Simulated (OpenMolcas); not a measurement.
V3+ with 6 ligands (fluoride) in octahedral coordination (Oh). A charge of +0.5 e stands 2.4 Å behind each ligand. Ligand basis ANO-RCC-VDZP.

```
Program             : OpenMolcas
Method              : SS-CASPT2, IPEA 0.25 Eh, imaginary shift 0.1 Eh (closed shells correlated: 3s 3p and the ligand valence shells)
Basis               : ANO-RCC-VTZP [6s5p3d2f1g]
Scalar Hamiltonian  : DKH2, point nucleus
Active space        : 2 electrons in 5 orbitals (3d)
State averaging     : 2S+1 = 3 even, 10 roots; 2S+1 = 1 even, 15 roots
Spin-orbit coupling : RASSI with atomic mean-field integrals over the reference wave functions
```

All ligands move together. At R = 1.95 Å |10Dq| is 15751 cm-1, and at R = 2 Å it is 14004 cm-1.

A third run gives 21638 cm-1. What distance was it run at?

With a power law R^-n the two known points give n = -ln(14004 / 15751) / ln(2 / 1.95) = 4.64. Then R = 1.95 × (15751 / 21638)^(1/4.64) = 1.821 Å. The run was at 1.82 Å, so the estimate is off by +0.001 Å.

Roots that are degenerate in the reference are averaged as groups; the widest CASPT2 spread within a group is 1000 cm-1 (the 3-fold group of multiplicity 1 near 31700 cm-1 above the lowest state of its run, R = 1.82). Shifts and gaps below about the spread of the groups concerned are not significant. Over all roots computed the reference weight is 0.71 to 0.72 in R = 1.82, 0.71 to 0.72 in R = 1.95, 0.71 to 0.72 in R = 2; a low but even weight reflects the number of correlated electrons. An orbital triplet at a regular site is open to Jahn-Teller coupling, which can distort the site and quench the lowest spin-orbit gaps and is left out. Ligand-to-metal charge-transfer states are missing. With no ligand orbital active B as a rule stays too high, so bands that hang on it stand too high and its fall with covalency is understated. With one d shell and no ligand orbital active, 10Dq can be off by a tenth or more. Free-ion shares, where given, are those of the reference states; single-state CASPT2 does not remix them (holds for R = 2). No measured value stands beside these numbers; the geometry is a model, was not optimised and need not be the one that this ion takes.
